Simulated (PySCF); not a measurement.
**Correlation energy of Si (silicon, neutral)**

[Ne] 3s1 3p3, high-spin 5S determinant (an excited configuration). All numbers are calculated (PySCF 2.14, the non-relativistic Hamiltonian (point nucleus), in dyall-av2z (13s9p2d, 50 functions)). Frozen: [Ne]; 4 electrons correlated; the 15 highest virtual orbitals of each spin left out.

MP2 pair energies summed by pair of shells (mhartree):

| pair | energy | share (%) |
| --- | --- | --- |
| 3p-3p | -15.34 | 84.5 |
| 3s-3p | -2.82 | 15.5 |

Total MP2 correlation energy: -18.15 mhartree.

Same-spin part -18.15 and opposite-spin part 0.00 mhartree; SCS-MP2 scales them by 1/3 and 6/5 to -6.05 mhartree.
